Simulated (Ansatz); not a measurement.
Species: GaBr (charge 0, singlet). 
Structure (B3LYP-D3(BJ)/def2-TZVP (Ansatz, an electronic-structure program) minimum search):
```
Ga
Br 1 2.3998
```
Charge 0, spin multiplicity 1.

Quantity: vertical ionisation energy (to the doublet state of charge +1; each state is the SCF solution reached for its spin), in eV. Valence correlation only, unless marked. UHF or UKS for open shells. Spin-orbit coupling is left out. The frozen core is the preceding noble-gas configuration, with the filled d and f shells of earlier blocks. Non-relativistic. CBS marks a two-point X^-3 extrapolation of the correlation energy; Hartree-Fock from the larger set.

| level | program | vertical ionisation energy (eV) |
|---|---|---|
| SVWN5/def2-TZVPD | Ansatz | 9.82 |

Question: Predict the CCSD(T)/CBS(aug-cc-pVTZ,aug-cc-pVQZ) result (Ansatz).

Answer: 9.55 eV, so SVWN5/def2-TZVPD differs from it by 0.27 eV.
